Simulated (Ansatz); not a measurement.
System: SiO$_{2}$, net charge -1, doublet state. SMILES of the parent species: O=[Si]=O

Atoms: O1, Si2, O3. Bonds: O1-Si2, Si2-O3.

Bond lengths (Å) and angles (degrees) optimised at B3LYP/LANL2DZ with Ansatz (a quantum-chemistry and plane-wave program); B3LYP/6-31G* with Ansatz; MP2/6-31G* with Ansatz, each started from the B3LYP-D3(BJ)/def2-TZVP structure (Ansatz) of the last column. A row stands for all coordinates that are equal there. 6-31G* holds six Cartesian d functions. No wavenumbers were computed at B3LYP/LANL2DZ, MP2/6-31G*, so these may be saddle points.

| coordinate | B3LYP/LANL2DZ | B3LYP/6-31G* | MP2/6-31G* | B3LYP-D3(BJ)/def2-TZVP |
|---|---|---|---|---|
| O1-Si2 | 1.629 | 1.569 | 1.571 | 1.558 |
| O1-Si2-O3 | 131.2 | 135.7 | 138.3 | 137.4 |

Mean signed difference of all 2 bond lengths from B3LYP-D3(BJ)/def2-TZVP: B3LYP/LANL2DZ 0.071 Å, B3LYP/6-31G* 0.010 Å, MP2/6-31G* 0.013 Å.
